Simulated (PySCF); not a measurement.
Compound: C8H12.
Atom-mapped SMILES: `[CH2:1]=[CH:2][C:3](=[C:4]=[CH:5][CH3:6])[CH2:7][CH3:8]` (hydrogens: H9, H10 on C1; H11 on C2; H12 on C5; H13, H14, H15 on C6; H16, H17 on C7; H18, H19, H20 on C8)

Geometry (PBE0-D3(BJ)/def2-SVP, Å), atoms numbered from 1 in this order:
```
atom  x, y, z in Å
C1    -2.3433    1.5612   -0.6170
C2    -1.0692    1.1793   -0.7810
C3    -0.3286    0.2555    0.0872
C4     0.9440    0.0041   -0.1727
C5     2.2023   -0.2506   -0.4288
C6     2.7040   -1.3593   -1.3082
C7    -1.0256   -0.4232    1.2470
C8    -1.8964   -1.5989    0.8139
H9    -2.8102    2.2635   -1.3112
H10   -2.9626    1.1969    0.2067
H11   -0.4991    1.5812   -1.6251
H12    2.9615    0.3974    0.0330
H13    3.3661   -2.0365   -0.7444
H14    1.8753   -1.9499   -1.7220
H15    3.2955   -0.9560   -2.1462
H16   -1.6375    0.3238    1.7799
H17   -0.2663   -0.7685    1.9639
H18   -1.2844   -2.3792    0.3368
H19   -2.4093   -2.0500    1.6772
H20   -2.6622   -1.2892    0.0876
```

The closed-shell ground state was solved at several levels (PySCF, density fitting, gas phase, non-relativistic).

| level | basis functions | HOMO (eV) | LUMO (eV) | gap (eV) | dipole (D) |
| --- | --- | --- | --- | --- | --- |
| B3LYP/def2-SVPD | 256 | -6.26 | -0.86 | 5.40 | 0.66 |
| wB97X-D/pcSseg-1 | 196 | -8.20 | 1.13 | 9.33 | 0.69 |

Task: Estimate the row for PBE0/pcSseg-1, a basis of 196 functions; the other rows only guide the guess.

Result: HOMO -6.45 eV, LUMO -0.60 eV, gap 5.85 eV, dipole 0.70 D.

Task: Over all these levels, which gives the widest orbital gap and which the narrowest?

Result: wB97X-D/pcSseg-1 (range-separated hybrid) has the widest, 9.33 eV, and B3LYP/def2-SVPD (global hybrid, 20 % exact exchange) the narrowest, 5.40 eV. Functional and basis both differ between the two, so the spread mixes both effects.

Task: How far do the dipole and the HOMO energy spread over the levels?

Result: The dipole runs from 0.66 to 0.70 D (mean 0.68 D) and the HOMO from -8.20 to -6.26 eV.

One conformer stands for the species.
